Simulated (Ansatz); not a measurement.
Ansatz (a quantum-chemistry and plane-wave program) input for Si(H)(I)2(Me) (CH4I2Si), SMILES I[SiH](I)C, PBE0/def2-SVPD. Coordinates come from a B3LYP-D3(BJ)/def2-SVP optimisation. The def2 effective core potentials stand for the cores of I; spin–orbit coupling is left out.

Ansatz 0.2 input:
```yaml
crystal:
  periodic: [false, false, false]
  atoms:
    - {symbol: Si, position_ang: [0.52504619, -0.92654330, 0.00000000]}
    - {symbol: C, position_ang: [-0.41515919, -2.54286028, 0.00000000]}
    - {symbol: I, position_ang: [-0.04762409, 0.35796831, 2.03079541]}
    - {symbol: I, position_ang: [-0.04762409, 0.35796831, -2.03079541]}
    - {symbol: H, position_ang: [1.99766285, -1.10928453, -0.00000000]}
    - {symbol: H, position_ang: [-0.15513411, -3.12587782, 0.89778172]}
    - {symbol: H, position_ang: [-0.15513411, -3.12587782, -0.89778172]}
    - {symbol: H, position_ang: [-1.49893279, -2.35483297, -0.00000000]}
basis:
  gaussian:
    orbitals: def2-SVPD
hamiltonian:
  xc: {name: PBE0}
```

Output:

```
WARN ansatz: RAYON_NUM_THREADS=1 ignored (pool sized by the plan → 1); use --threads N
Functional definition: PBE0
integrals: 0.10 GiB planned
1568 factors; their error is unknown
mean field: 0.82 GiB planned
mean field evaluation 1: about -25172.9929 eV, gradient 4.0e1 eV
mean field evaluation 2: about -25171.3648 eV, gradient 4.4e1 eV
mean field evaluation 4: about -25176.7425 eV, gradient 1.7e0 eV
mean field evaluation 8: about -25176.7487 eV, gradient 1.5e-2 eV
mean field evaluation 16: about -25177.0552 eV, gradient 1.8e-5 eV
mean field -25177.05522136 eV, -925.2397137641 hartree, gradient 1.8e-5 eV, S^2 0.000000; 0 other end points of the search recorded, 0 dependent functions left out
reference -25177.05527845 eV, -925.2397158621 hartree; 37, 37 occupied and 109, 109 virtual orbitals, 1568 factors
Total energy: -25177.05527845 eV, -925.2397158621 hartree
```

Self-consistency was reached.

Cost: very roughly 8 core-seconds.
